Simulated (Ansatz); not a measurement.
Consider the cleavage of the Si–Al bond: `N[SiH2][AlH][SeH]` + `N[SiH](O)F` → `N[SiH2]O[SiH](N)F` + `[AlH2][SeH]`.

Gas-phase electronic energies from Ansatz, PBE0-D4/def2-TZVP geometries. CBS: MP2 limit from def2 TZ/QZ plus the TZ coupled-cluster correction, frozen cores. This one scheme is used for every species. Functionals use def2-TZVPP. B3LYP here is the variant with VWN-RPA as its local correlation; programs differ in this. For Se outer-core shells are correlated without core-valence functions, which leaves a few kJ/mol of doubt a bond. Scalar relativity is left out up to krypton. Each species was taken in one conformer, which may not be the lowest.

```json
{"level": "PBE-D4", "ΔE (kJ/mol)": "-105.9", "difference from CCSD(T)/CBS": "28.2"}
{"level": "r2SCAN-D4", "ΔE (kJ/mol)": "-127.6", "difference from CCSD(T)/CBS": "6.5"}
{"level": "PBE0-D4", "ΔE (kJ/mol)": "-116.1", "difference from CCSD(T)/CBS": "18.0"}
{"level": "B3LYP-D4", "ΔE (kJ/mol)": "-134.8", "difference from CCSD(T)/CBS": "-0.7"}
{"level": "ωB97X-V", "ΔE (kJ/mol)": "-134.1", "difference from CCSD(T)/CBS": "0.0"}
{"level": "ωB97M-V", "ΔE (kJ/mol)": "-140.2", "difference from CCSD(T)/CBS": "-6.1"}
{"level": "B2PLYP", "ΔE (kJ/mol)": "-136.5", "difference from CCSD(T)/CBS": "-2.4"}
{"level": "PBE", "ΔE (kJ/mol)": "-102.9", "difference from CCSD(T)/CBS": "31.2"}
{"level": "r2SCAN", "ΔE (kJ/mol)": "-126.7", "difference from CCSD(T)/CBS": "7.4"}
{"level": "PBE0", "ΔE (kJ/mol)": "-113.6", "difference from CCSD(T)/CBS": "20.5"}
{"level": "B3LYP", "ΔE (kJ/mol)": "-130.4", "difference from CCSD(T)/CBS": "3.7"}
{"level": "HF/def2-TZVPP", "ΔE (kJ/mol)": "-156.8", "difference from CCSD(T)/CBS": "-22.7"}
{"level": "MP2/def2-TZVPP", "ΔE (kJ/mol)": "-140.9", "difference from CCSD(T)/CBS": "-6.8"}
{"level": "SCS-MP2/def2-TZVPP", "ΔE (kJ/mol)": "-143.3", "difference from CCSD(T)/CBS": "-9.2"}
{"level": "CCSD/def2-TZVPP", "ΔE (kJ/mol)": "-136.8", "difference from CCSD(T)/CBS": "-2.7"}
{"level": "CCSD(T)/def2-TZVPP", "ΔE (kJ/mol)": "-133.6", "difference from CCSD(T)/CBS": "0.5"}
{"level": "HF/def2-QZVPP", "ΔE (kJ/mol)": "-159.4", "difference from CCSD(T)/CBS": "-25.3"}
{"level": "MP2/def2-QZVPP", "ΔE (kJ/mol)": "-142.1", "difference from CCSD(T)/CBS": "-8.0"}
{"level": "SCS-MP2/def2-QZVPP", "ΔE (kJ/mol)": "-144.4", "difference from CCSD(T)/CBS": "-10.3"}
{"level": "HF/CBS(def2)", "ΔE (kJ/mol)": "-159.8", "difference from CCSD(T)/CBS": "-25.7"}
{"level": "MP2/CBS(def2)", "ΔE (kJ/mol)": "-141.3", "difference from CCSD(T)/CBS": "-7.2"}
{"level": "CCSD/CBS(def2)", "ΔE (kJ/mol)": "-137.3", "difference from CCSD(T)/CBS": "-3.2"}
{"level": "CCSD(T)/CBS", "ΔE (kJ/mol)": "-134.1", "difference from CCSD(T)/CBS": "0"}
```

Largest T1 diagnostic among the species: 0.011.

The D4 term adds −4.4 kJ/mol with B3LYP and −2.5 kJ/mol with PBE0; it sums over pairs of atoms, weighted by their polarisabilities, and B3LYP, whose exchange is more repulsive, gets the larger term. From PBE to PBE0 (25 % exact exchange), in def2-TZVPP and without D4, ΔE moves by −10.7 kJ/mol. In def2-TZVPP, CCSD(T) changes the Hartree–Fock value by +23.2 kJ/mol (the triples alone add +3.2 kJ/mol) and MP2 by +15.9 kJ/mol.
